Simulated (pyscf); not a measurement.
Structures and frequencies: ωB97X-D3(BJ)/def2-SVP in PySCF. MP2 and CC: frozen core, UHF for open shells. ΔMP2 is the change of the MP2 total energy from the triple- to the quadruple-zeta basis. Singlets are restricted, triplets unrestricted.

Singlet (Å):
```xyz
3

C      0.0792    -0.5635     0.3658
Cl    -0.7815     0.3226     1.5216
H     -0.7380    -1.0966    -0.1813
```

Triplet (Å):
```xyz
3

C      0.5636     0.1243    -0.2432
Cl     0.0565    -0.5277    -1.6871
H      0.3154     1.1165     0.1525
```

Problem. For these two minima of `[CH][Cl]`, which spin state lies lower at CCSD(T)/def2-TZVPP + ΔMP2(QZVPP), and by how much (electronic energies)?

Solution. The singlet, by 0.28 eV. r²SCAN, PBE0-D3(BJ) put the other state lower. Zero-point energy shifts E(triplet) − E(singlet) by 0.00 eV. 

E(triplet) − E(singlet) by level (eV):

| level | gap |
|---|---|
| ωB97X-D3(BJ)/def2-TZVP | +0.21 |
| PBE/def2-TZVP | +0.09 |
| r²SCAN/def2-TZVP | -0.19 |
| B3LYP-D3(BJ)/def2-TZVP | +0.15 |
| PBE0-D3(BJ)/def2-TZVP | -0.04 |
| M06-2X/def2-TZVP | +0.13 |
| ωB97M-D3(BJ)/def2-TZVP | +0.30 |
| HF/def2-TZVP | -0.67 |
| MP2/def2-QZVPP | +0.15 |
| CCSD/def2-TZVPP | +0.14 |
| CCSD(T)/def2-TZVPP | +0.23 |
| CCSD(T)/def2-TZVPP + ΔMP2(QZVPP) | +0.28 |

The triplet is the lowest one reached from the SCF start used. A restricted singlet here is unstable towards spin polarisation, as is usual where a triplet lies low; its energy is less safe. The CCSD(T) − MP2 part came from Ansatz, without density fitting, on the same reference.
